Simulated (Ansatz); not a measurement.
```yaml
crystal:
  periodic: [false, false, false]
  atoms:
    - {symbol: C, position_ang: [-0.222670, 0.962573, 0.138723]}
    - {symbol: Si, position_ang: [0.274651, -0.730426, -0.260895]}
    - {symbol: Cl, position_ang: [1.650123, -1.363449, 1.178753]}
    - {symbol: Br, position_ang: [-1.359641, -2.154027, -0.262417]}
    - {symbol: H, position_ang: [-0.966484, 1.287365, -0.641785]}
    - {symbol: H, position_ang: [-0.723138, 1.006513, 1.093893]}
    - {symbol: H, position_ang: [0.563277, 1.656964, 0.134656]}
    - {symbol: H, position_ang: [0.975426, -0.850113, -1.548693]}
basis:
  gaussian: {orbitals: pcseg-2, nuclear_model: gaussian}
hamiltonian: {xc: {name: B2PLYP}, dispersion: rvv10}
accuracy: high
scf: {lower_state_search: full}
```

```sh
$ ansatz run in.yaml --threads 4 --pin off --events-out ev --progress --plain --max-ram 10444MiB
```

Problem. How does Ansatz answer? (An estimate is asked.)

Solution. The calculation gave: The program refused the input.
```
Error: invalid value for `hamiltonian.dispersion`: this functional's text states its nonlocal part
```
